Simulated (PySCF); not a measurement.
GeH6OSi, SMILES [SiH3][O][GeH3]. Atoms are numbered in the order given.

```xyz
9

Ge     1.1169    -0.1704     0.1146
O     -0.5510    -0.1634    -0.5232
Si    -2.0359     0.3985    -0.0432
H      1.9566    -0.9305    -0.9239
H      1.5919     1.2900     0.2681
H      1.1190    -0.8900     1.4800
H     -2.4396    -0.2004     1.2662
H     -3.0355     0.0244    -1.0804
H     -2.0238     1.8856     0.1123
```

Coordinates come from a B3LYP-D3(BJ)/def2-SVP optimisation. The structure was generated by enumeration, and PubChem lists no compound with its InChIKey, so it may never have been made.

All values below come from TDDFT-PBE0/def2-SVPD in PySCF.

Vertical excitations. Isolated molecule, no solvent.

**Question.** Give excitation energies, oscillator strengths and character. (Estimate from the structure and the level; the computed values follow.)

**Answer.** 
```json
[
 {"state": "S1", "energy (eV)": "6.60", "λ (nm)": "188", "f": "0.001", "main pairs": "HOMO→LUMO 98 %"},
 {"state": "S2", "energy (eV)": "6.90", "λ (nm)": "180", "f": "0.004", "main pairs": "HOMO−1→LUMO 97 %"},
 {"state": "S3", "energy (eV)": "7.55", "λ (nm)": "164", "f": "0.043", "main pairs": "HOMO→LUMO+1 96 %"},
 {"state": "S4", "energy (eV)": "7.86", "λ (nm)": "158", "f": "0.078", "main pairs": "HOMO−1→LUMO+1 87 %"},
 {"state": "S5", "energy (eV)": "7.92", "λ (nm)": "157", "f": "0.002", "main pairs": "HOMO−3→LUMO 61 %, HOMO→LUMO+2 11 %"},
 {"state": "S6", "energy (eV)": "7.99", "λ (nm)": "155", "f": "0.011", "main pairs": "HOMO−2→LUMO 68 %"},
 {"state": "S7", "energy (eV)": "8.09", "λ (nm)": "153", "f": "0.029", "main pairs": "HOMO→LUMO+2 52 %, HOMO→LUMO+3 41 %"},
 {"state": "S8", "energy (eV)": "8.27", "λ (nm)": "150", "f": "0.021", "main pairs": "HOMO→LUMO+3 45 %, HOMO→LUMO+2 31 %, HOMO−3→LUMO 18 %"},
 {"state": "S9", "energy (eV)": "8.49", "λ (nm)": "146", "f": "0.030", "main pairs": "HOMO−1→LUMO+2 82 %"},
 {"state": "S10", "energy (eV)": "8.55", "λ (nm)": "145", "f": "0.017", "main pairs": "HOMO−1→LUMO+3 85 %"},
 {"state": "T1", "energy (eV)": "6.24", "λ (nm)": "199", "f": "0", "main pairs": "HOMO→LUMO 95 %"},
 {"state": "T2", "energy (eV)": "6.51", "λ (nm)": "191", "f": "0", "main pairs": "HOMO−1→LUMO 94 %"},
 {"state": "T3", "energy (eV)": "7.23", "λ (nm)": "172", "f": "0", "main pairs": "HOMO→LUMO+1 80 %"},
 {"state": "T4", "energy (eV)": "7.42", "λ (nm)": "167", "f": "0", "main pairs": "HOMO−1→LUMO+1 71 %"}
]
```
Triplets are in the Tamm–Dancoff approximation, which puts them higher than full response would, so one can lie above its singlet here.
